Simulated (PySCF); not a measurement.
TiCl₂, SMILES [Cl][Ti][Cl] (connectivity only; charge and spin as stated), neutral, multiplicity 3.

Coordinates come from a PBE0-D3(BJ)/def2-TZVP optimisation. The multiplicity is an assumed one; other spin states were not compared.

The numbers are results of PBE/def2-TZVPD run with PySCF, not measurements.

```yaml
total_energy: -1769.39639 hartree
point_group: D∞h
"α spin, highest occupied and lowest empty level": -5.13 and -4.64 eV
"β spin, highest occupied and lowest empty level": -8.10 and -3.80 eV
dipole_moment: 0.00 D
mean_static_polarisability: 74.5 bohr³ (11.04 Å³)
polarisability_principal_values: 62.3, 62.3, 98.8 bohr³
"⟨S²⟩": 2.010 (pure state 2.00)
```
